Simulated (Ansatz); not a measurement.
C₇H₅BrO₂ (`O=C(O)c1cccc(Br)c1`), 15 atoms. Charge 0, multiplicity 1. Correlated methods include outer-core shells of Br, which these sets cover unevenly. Scalar relativity is left out up to krypton. All runs use 5 threads of an AMD EPYC 7R13 on a shared host and a share of an NVIDIA H100 80 GB. Correlated methods freeze the cores. Open-shell runs search over several starts.

(1) How many basis functions does each run have, and how long does it take in Ansatz? RKS PBE0-D4/def2-QZVPP energy; UKS B2PLYP (frozen core)/def2-TZVPP energy of the cation; UKS PBE0-D4/def2-TZVPP energy of the cation; RKS BLYP-D4/def2-TZVPP energy; UHF-MP2/def2-TZVPP energy of the cation; RHF-CCSD(T)/def2-TZVPP energy; RKS PBE0-D4/def2-TZVP relaxation (7 steps); RHF-CCSD(T)/def2-SVP energy; RKS BHLYP-D4/def2-TZVPP energy; UHF-MP2/def2-QZVPP energy of the cation; RKS PBE0-D4/def2-TZVPP energy; direct RPA on PBE orbitals/def2-TZVPP energy. (An estimate is asked.)

## Answers

(1) The calculation gave: Other jobs shared the machine, so times are rough.

```json
{"level": "RKS PBE0-D4/def2-TZVPP", "job": "energy", "functions": "397", "wall time": "6.5 s", "peak host memory (GiB)": "0.91"}
{"level": "RHF-CCSD(T)/def2-SVP", "job": "energy", "functions": "183", "wall time": "7 s", "peak host memory (GiB)": "0.85"}
{"level": "RKS BLYP-D4/def2-TZVPP", "job": "energy", "functions": "397", "wall time": "7.5 s", "peak host memory (GiB)": "0.91"}
{"level": "RKS BHLYP-D4/def2-TZVPP", "job": "energy", "functions": "397", "wall time": "9 s", "peak host memory (GiB)": "0.92"}
{"level": "RKS PBE0-D4/def2-QZVPP", "job": "energy", "functions": "752", "wall time": "10 s", "peak host memory (GiB)": "1.3"}
{"level": "UKS PBE0-D4/def2-TZVPP", "job": "energy of the cation", "functions": "397", "wall time": "16 s", "peak host memory (GiB)": "1"}
{"level": "direct RPA on PBE orbitals/def2-TZVPP", "job": "energy", "functions": "397", "wall time": "18 s", "peak host memory (GiB)": "1.9"}
{"level": "RHF-CCSD(T)/def2-TZVPP", "job": "energy", "functions": "397", "wall time": "28 s", "peak host memory (GiB)": "0.9"}
{"level": "RKS PBE0-D4/def2-TZVP", "job": "relaxation (7 steps)", "functions": "357", "wall time": "34 s", "peak host memory (GiB)": "1.1"}
{"level": "UKS B2PLYP (frozen core)/def2-TZVPP", "job": "energy of the cation", "functions": "397", "wall time": "37 s", "peak host memory (GiB)": "2"}
{"level": "UHF-MP2/def2-TZVPP", "job": "energy of the cation", "functions": "397", "wall time": "46 s", "peak host memory (GiB)": "0.94"}
{"level": "UHF-MP2/def2-QZVPP", "job": "energy of the cation", "functions": "752", "wall time": "72 s", "peak host memory (GiB)": "1.6"}
```
